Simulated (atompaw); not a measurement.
## Varying the PAW (atompaw) potential for europium

Base potential:

- Element: europium
- Generator: atompaw 4.2.0.5
- Type: PAW
- Functional: PBE
- Relativity: scalar-relativistic
- Frozen core: [Kr] 4d10 4f6
- Valence charge: 11
- Reference configuration: 5s2 5p6 5d1.5 6s1.5 6p0
- Partial waves: 5s (bound): rc 2.20 bohr; 6s (bound): rc 2.80 bohr; 5p (bound): rc 2.15 bohr; 6p (bound, empty): rc 2.80 bohr; 5d (bound): rc 2.80 bohr; 5d channel at 3.25 Ry: rc 2.80 bohr
- Local potential: bessel scheme, radius 2.00 bohr
- Core correction: smooth core density matched at 1.65 bohr
- Augmentation charge: sinc compensation charge, radius 2.25 bohr; PAW radius 2.80 bohr; waves and projectors: custom polynom2 7 10 vanderbiltortho

All-electron outer shells of the reference configuration (PBE, scalar-relativistic, ld1.x):

| shell | level (eV) | outermost node (bohr) | outermost maximum (bohr) |
| --- | --- | --- | --- |
| 4d | -140.79 | 0.27 | 0.57 |
| 5s | -47.42 | 0.67 | 1.21 |
| 5p | -25.89 | 0.72 | 1.38 |
| 4f | -7.57 | – | 0.59 |
| 6s | -3.80 | 1.64 | 3.47 |
| 5d | -2.19 | 0.81 | 2.00 |
| 6p | -1.21 | 1.97 | 4.74 |

Cutoffs, loose and tight: the cutoffs (Ry, on a coarse ladder) from which the occupation-weighted sum of valence levels, in a spherical-Bessel basis at the reference potential, stays within 10 and 1 mRy of its value at 400 Ry. They see the waves, projectors and local potential, not the compensation charge or the core. A dash means not determined.

A true bound ghost makes a file unfit for plane-wave use even where its test errors are small: the radial tests pick states by their node count and pass the ghost by.

```tsv
change	outcome	cutoff, loose	cutoff, tight	bound ghosts
base	generated	18 Ry	35 Ry	s
wave 6s (bound): rc 2.80 bohr becomes 6s (bound): rc 2.28 bohr	generated	15 Ry	35 Ry	none
wave 5d channel at 3.25 Ry: rc 2.80 bohr becomes 5d channel at -0.04 Ry: rc 2.80 bohr	generated	18 Ry	35 Ry	s
augmentation sinc compensation charge, radius 2.70 bohr; PAW radius 2.80 bohr; waves and projectors: custom polynom2 7 10 vanderbiltortho	generated	18 Ry	35 Ry	s
augmentation gaussian compensation charge, radius 2.25 bohr; PAW radius 2.80 bohr; waves and projectors: custom polynom2 7 10 vanderbiltortho	generated	18 Ry	35 Ry	s
wave 5p (bound): rc 2.15 bohr becomes 5p (bound): rc 1.86 bohr	generated	18 Ry	35 Ry	s
all radii scaled by about 1.23 (s 2.70, p 2.64, d 3.44 bohr); local potential bessel scheme, radius 2.46 bohr; augmentation sinc compensation charge, radius 2.76 bohr; PAW radius 3.44 bohr; waves and projectors: custom polynom2 7 10 vanderbiltortho; core correction smooth core density matched at 2.04 bohr	generated	25 Ry	55 Ry	none
```

(1) What comes out with this change to the base: functional PBEsol?

(2) What comes out with this change to the base: augmentation sinc compensation charge, radius 2.25 bohr; PAW radius 2.80 bohr; waves and projectors: custom rrkj vanderbiltortho?

(3) What comes out with this change to the base: augmentation sinc compensation charge, radius 2.25 bohr; PAW radius 2.80 bohr; waves and projectors: custom polynom vanderbiltortho?

## Answers

(1) outcome: generated; cutoff, loose: 15 Ry; cutoff, tight: 35 Ry; bound ghosts: s.

(2) outcome: generated; cutoff, loose: 18 Ry; cutoff, tight: 30 Ry; bound ghosts: none.

(3) outcome: generated; cutoff, loose: 15 Ry; cutoff, tight: 30 Ry; bound ghosts: none.
